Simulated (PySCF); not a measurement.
LiTl: energy against distance

Set-up: basis Li def2-SVP, Tl def2-SVP with ECP60; scalar-relativistic core potentials; PySCF 2.14. Energies in eV from Li + Tl in their ground configurations at the same level. All curves are PBE0. state 1: ¹Σ⁺ (singlet), closed shell; state 2: ³Π (triplet), unpaired electrons σ ↑, π ↑, a second solution, started from another occupation; state 3: Ms = 0 determinant of mixed spin (⟨S²⟩ near 1.0), unpaired electrons σ ↑, π ↓, a second solution, started from another occupation; state 4: ³Σ⁺ (triplet), unpaired electrons σ ↑↑, a second solution, started from another occupation.

```json
{"R (Å)": "2.619", "state 1": "-0.6650", "state 2": "-0.6034", "state 3": "-0.3126", "state 4": "0.3346"}
{"R (Å)": "2.740", "state 1": "-0.7774", "state 2": "-0.6275", "state 3": "-0.3512", "state 4": "0.2200"}
{"R (Å)": "2.862", "state 1": "-0.8416", "state 2": "-0.6227", "state 3": "-0.3633", "state 4": "0.1396"}
{"R (Å)": "2.954", "state 1": "-0.8652", "state 2": "-0.6061", "state 3": "-0.3610", "state 4": "0.0955"}
{"R (Å)": "3.045", "state 1": "-0.8722", "state 2": "-0.5818", "state 3": "-0.3521", "state 4": "0.0618"}
{"R (Å)": "3.136", "state 1": "-0.8658", "state 2": "-0.5522", "state 3": "-0.3388", "state 4": "0.0359"}
{"R (Å)": "3.258", "state 1": "-0.8408", "state 2": "-0.5080", "state 3": "-0.3168", "state 4": "0.0105"}
{"R (Å)": "3.410", "state 1": "-0.7900", "state 2": "-0.4493", "state 3": "-0.2859", "state 4": "-0.0109"}
{"R (Å)": "3.593", "state 1": "-0.7094", "state 2": "-0.3797", "state 3": "-0.2476", "state 4": "-0.0267"}
{"R (Å)": "3.837", "state 1": "-0.5826", "state 2": "-0.2952", "state 3": "-0.1991", "state 4": "-0.0376"}
```

Task: Put a parabola through the three lowest points of the state 1 curve and estimate Re, k and ωe (reduced mass 6.784 u; 1 eV/Å² = 0.16022 mdyn/Å; ωe = 1302.8·√(k/μ) cm⁻¹).

Result: Through R = 2.954, 3.045, 3.136 Å the second-order coefficient is 0.809 eV/Å², so Re ≈ 3.047 Å, k ≈ 0.259 mdyn/Å and ωe ≈ 255 cm⁻¹. A polynomial fit of higher order to the unrounded PBE0 energies gives Re = 3.044 Å, k = 0.257 mdyn/Å, ωe = 254 cm⁻¹; anharmonicity and rounding make the difference.

The higher-order fit for each curve: state 1: Re = 3.044 Å, ωe = 254 cm⁻¹, De = 0.87 eV; state 2: Re = 2.775 Å, ωe = 263 cm⁻¹, minimum 0.63 eV below the ground-state fragments; state 3: Re = 2.881 Å, ωe = 204 cm⁻¹, minimum 0.364 eV below the ground-state fragments. State 4 gave no clean fit.

Closed-shell solutions of metal pairs were not tested for spin polarisation, which can lower them a little. These are scalar-relativistic numbers at best; spin–orbit coupling would shift them, the dissociation energy most.
